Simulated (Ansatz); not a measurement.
Geometry optimisation, RKS PBE0-D4/def2-SVP (Ansatz).

input.yaml

```yaml
crystal:
  periodic: [false, false, false]
  atoms:
    - { symbol: Zn, position_ang: [-0.272298, -0.433185, 0.694826] }
    - { symbol: F, position_ang: [-0.913236, -1.991406, 0.116908] }
    - { symbol: C, position_ang: [0.370942, 1.206159, 1.464769] }
    - { symbol: H, position_ang: [-0.130704, -1.732546, -1.893892] }
    - { symbol: O, position_ang: [0.130215, -0.953448, -2.406883] }
    - { symbol: H, position_ang: [-0.269439, 1.52357, 2.301699] }
    - { symbol: H, position_ang: [0.384714, 2.008465, 0.71188] }
    - { symbol: H, position_ang: [1.395874, 1.074208, 1.844252] }
    - { symbol: H, position_ang: [-0.695969, -0.701818, -2.833461] }
basis:
  gaussian: { orbitals: def2-SVP }
hamiltonian:
  xc: pbe0
  dispersion: d4
relax:
  f_tol: 0.03
  max_steps: 50
output:
  orbitals: {}
```

Launched with:

```bash
$ ansatz run input.yaml --threads 2 --pin off --max-ram 3072MiB --backend cpu --events-out ev --progress --plain --runs-dir out
```

**Question.** Where does it end, and by what steps?

**Answer.** It converged. After 8 steps the energy has fallen by 0.379 eV; O5 moved furthest, 0.57 Å. Joined: Zn1–O5 (3.17 → 2.19 Å).

| step | energy less start (eV) | largest force component (eV/Å) | accepted |
| --- | --- | --- | --- |
| 0 | 0.0000 | 0.353 | yes |
| 1 | -0.0979 | 0.837 | yes |
| 2 | -0.2175 | 0.812 | yes |
| 3 | -0.3359 | 0.465 | yes |
| 4 | -0.3281 | 0.901 | no |
| 5 | -0.3717 | 0.191 | yes |
| 6 | -0.3765 | 0.161 | yes |
| 7 | -0.3787 | 0.071 | yes |
| 8 | -0.3792 | 0.015 | yes |

```xyz
9
Properties=species:S:1:pos:R:3
Zn -0.154 -0.474 0.298
F -0.848 -2.137 0.006
C 0.357 1.130 1.255
H -0.361 -1.653 -1.559
O 0.096 -0.827 -1.853
H -0.339 1.337 2.083
H 0.365 2.004 0.586
H 1.366 1.026 1.683
H -0.482 -0.406 -2.500
```

Whether the end is a true minimum wasn't checked by a vibrational analysis.

Time of the run: 19 s on 2 threads of Intel(R) Xeon(R) Platinum 8488C (Sapphire Rapids), on a shared host, peak memory 0.22 GiB.
